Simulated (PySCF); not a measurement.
**BeSe: one state, many levels of theory**

State: ¹Σ⁺ (singlet), closed shell. Set-up: Be def2-TZVPP, Se def2-TZVPP; no relativity (PySCF 2.14). De refers to Be + Se in their high-spin ground configurations, without counterpoise correction. A positive dipole means Be(−)Se(+).

```csv
Level,Re (Å),ωe (cm⁻¹),De (eV),μ (D),"CPU s a point (SCF and correlation, without the integrals)"
RHF,1.862,883,1.20,-6.01,0.21
RHF-MP2,1.886,843,2.84,n/a,0.37
RHF-SCS-MP2,1.888,836,2.61,n/a,n/a
RHF-CCSD,1.881,838,2.16,n/a,n/a
RHF-CCSD(T),1.894,817,2.41,n/a,8.3
LDA,1.866,851,3.88,-4.61,0.88
PBE,1.884,828,3.19,-4.49,1.3
PBEsol,1.878,837,3.45,-4.58,0.95
revPBE,1.891,819,2.94,-4.49,0.95
r²SCAN,1.871,856,3.16,-4.98,1.9
PBE0,1.868,860,2.94,-4.98,2.6
MN15,1.866,850,2.80,-5.13,2.3
ωB97X,1.860,878,2.83,-5.52,2
```

Task: Which functional lies closest to RHF-CCSD(T) in De, which farthest, and by how much do they differ from it?

Result: Closest is MN15 (-2.8 pm in Re, +4.0 % in ωe, +0.39 eV in De against RHF-CCSD(T) in the same basis), farthest LDA (-2.8 pm in Re, +4.2 % in ωe, +1.47 eV in De). CCSD(T) converges more slowly with the basis than the functionals do and binds too weakly in this one, so the order can change at the basis-set limit.

Task: What does the gradient correction do here, going from LDA to PBE?

Result: PBE less LDA: +1.8 pm in Re, -2.7 % in ωe, -0.69 eV in De. The gradient correction favours the more uneven density of free atoms, so it tends to lengthen bonds and takes away much of the overbinding of LDA; so it does here.

Task: What does second-order correlation do here, going from RHF to RHF-MP2?

Result: RHF-MP2 less RHF: +2.4 pm in Re, -4.5 % in ωe, +1.64 eV in De. Correlation nearly always deepens the well. The bond lengthens, as in strong covalent bonds, where excitations into antibonding orbitals dominate.

Correlated steps freeze 9 core orbitals. Where the molecule has an RHF reference, its open-shell atoms are computed with UHF.

The whole job (state search and all levels along the bond) took about 5 min on 1 thread of Arm Neoverse N1 (shared host), peak memory 1 GiB.
